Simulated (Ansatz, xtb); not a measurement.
**Relative energy of two structures of CdH2O2**

Structure a: the triplet with the links of `[OH][Cd][OH]`. Structure b: a singlet given by its coordinates. Both are isolated molecules in the gas phase, relaxed with PBE0-D4/def2-SVP; the shapes shown needn't be the lowest conformers.

a (Å):

```xyz
5

Cd    0.1892   -1.6488   -0.4598
O    -0.9292    0.2419   -0.6228
O     0.8924    0.0786    0.7122
H    -1.2439    0.5112    0.2533
H     1.0915    0.8171    0.1171
```

b (Å):

```xyz
5

Cd    1.2264    0.1213    0.2903
O    -1.4431    0.0249   -0.0032
O    -0.4073   -0.9768   -0.1036
H    -1.9554   -0.1685   -0.7992
H     2.5794    0.9991    0.6157
```

Close contacts (Å): Cd1–O2 2.69, Cd1–O3 2.01, O2–O3 1.44, Cd1–H5 1.65, O2–H4 0.97.

Task: Estimate E(b) − E(a) at the level CCSD(T)/def2-TZVP.

Result: Calculated at CCSD(T)/def2-TZVP: E(b) − E(a) = +0.352 eV, so structure a lies lower.

How the difference moves with the method:

| level | geometry | E(b) − E(a) (eV) | departure from the last row (eV) | job, with rough time for the two |
| --- | --- | --- | --- | --- |
| PBE0-D4/def2-SVP | PBE0-D4/def2-SVP | +0.494 | +0.142 | optimisation, 64 s |
| HF/def2-TZVP | PBE0-D4/def2-SVP | +1.198 | +0.846 | part of the CCSD(T) run |
| MP2/def2-TZVP | PBE0-D4/def2-SVP | +0.048 | −0.304 | part of the CCSD(T) run |
| CCSD(T)/def2-TZVP | PBE0-D4/def2-SVP | +0.352 |  | single point, 2.6 min |

None of the levels shown reverses the order. The largest departure from CCSD(T)/def2-TZVP is that of HF/def2-TZVP, 0.846 eV. At CCSD(T)/def2-TZVP a singlet with the links of a lies below this triplet. Levels run at GFN2-xTB geometries aren't shown.

With harmonic frequencies from PBE0-D4/def2-SVP (ideal gas, rigid rotor, one conformer each, 298.15 K, 1 atm): on the last row, ΔE + ΔZPE = +0.305, ΔH = +0.297, ΔG = +0.322 eV.

Open shells are spin-unrestricted. The correlated steps freeze 2 core orbitals. Atoms past krypton carry core potentials in the def2 sets and no spin–orbit term is included. ΔG holds the spin degeneracy. Run with Ansatz 0.2.0; the last row on 2 threads of Arm Neoverse V1 on a shared host.
